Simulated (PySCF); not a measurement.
The multiplicity is imposed and other spin states were not computed.

Cartesian coordinates (Å):
```xyz
7

Cd     0.0257    -0.0294    -0.0206
O      0.3102    -1.3995     1.3673
C     -0.2484    -1.3005     2.6501
H      0.0956    -0.4131     3.2215
H      0.0620    -2.1905     3.2291
H     -1.3583    -1.2879     2.6560
Br    -0.2066     1.5296    -1.8349
```
Charge 0, spin multiplicity 1.

**Question.** What is the computed HOMO, LUMO, dipole moment, charge on the central atom (Mulliken) and HOMO–LUMO gap (TPSSh-D3(BJ)/def2-TZVP // r2SCAN-D4/def2-SVP run with PySCF)?

**Answer.** 
```json
{
  "HOMO": "-6.66 eV",
  "LUMO": "-2.27 eV",
  "dipole_moment": "1.45 D",
  "charge on the central atom (Mulliken)": "0.78 e",
  "HOMO–LUMO gap": "4.39 eV"
}
```
